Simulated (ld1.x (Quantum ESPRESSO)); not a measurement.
**Reading a pseudo-wave (Al)**

Columns: radius, all-electron u(r) and pseudo u(r) of the 3s shell (level -7.75 eV) of aluminium in the configuration [Ne] 3s2 3p1; PBE, scalar-relativistic, PAW scheme, ld1.x (Quantum ESPRESSO) 7.5.

```json
{"r (bohr)": "0.163", "all-electron": "-0.0034", "pseudo": "0.1029"}
{"r (bohr)": "0.325", "all-electron": "-0.2592", "pseudo": "0.2025"}
{"r (bohr)": "0.488", "all-electron": "-0.2799", "pseudo": "0.2974"}
{"r (bohr)": "0.650", "all-electron": "-0.1578", "pseudo": "0.3842"}
{"r (bohr)": "0.813", "all-electron": "0.0147", "pseudo": "0.4622"}
{"r (bohr)": "0.975", "all-electron": "0.1857", "pseudo": "0.5290"}
{"r (bohr)": "1.138", "all-electron": "0.3353", "pseudo": "0.5845"}
{"r (bohr)": "1.300", "all-electron": "0.4543", "pseudo": "0.6278"}
{"r (bohr)": "1.463", "all-electron": "0.5443", "pseudo": "0.6596"}
{"r (bohr)": "1.625", "all-electron": "0.6078", "pseudo": "0.6799"}
{"r (bohr)": "1.788", "all-electron": "0.6488", "pseudo": "0.6901"}
{"r (bohr)": "1.950", "all-electron": "0.6699", "pseudo": "0.6909"}
{"r (bohr)": "2.113", "all-electron": "0.6748", "pseudo": "0.6837"}
{"r (bohr)": "2.275", "all-electron": "0.6668", "pseudo": "0.6695"}
{"r (bohr)": "2.438", "all-electron": "0.6487", "pseudo": "0.6491"}
{"r (bohr)": "2.600", "all-electron": "0.6234", "pseudo": "0.6234"}
{"r (bohr)": "2.763", "all-electron": "0.5928", "pseudo": "0.5928"}
{"r (bohr)": "2.925", "all-electron": "0.5591", "pseudo": "0.5591"}
{"r (bohr)": "3.088", "all-electron": "0.5233", "pseudo": "0.5233"}
{"r (bohr)": "3.250", "all-electron": "0.4870", "pseudo": "0.4870"}
{"r (bohr)": "3.413", "all-electron": "0.4507", "pseudo": "0.4507"}
{"r (bohr)": "3.575", "all-electron": "0.4154", "pseudo": "0.4154"}
{"r (bohr)": "3.738", "all-electron": "0.3812", "pseudo": "0.3812"}
{"r (bohr)": "3.900", "all-electron": "0.3488", "pseudo": "0.3488"}
{"r (bohr)": "4.063", "all-electron": "0.3181", "pseudo": "0.3181"}
{"r (bohr)": "4.225", "all-electron": "0.2896", "pseudo": "0.2896"}
```

(1) How many radial nodes do the two functions have?

(2) At about which radius was the pseudo-wave matched?

(3) Is the pseudo-wave norm-conserving?

## Answers

(1) The all-electron 3s function has n − l − 1 = 2 (the table is too coarse to show those close to the nucleus); the pseudo-wave has 0, since the states of the same l below it are removed with the core.

(2) 2.60 bohr, where the columns begin to agree (steps of 0.16 bohr).

(3) No, it belongs to a PAW set: the norm inside the radius is not constrained, and the difference is carried by the augmentation charge.
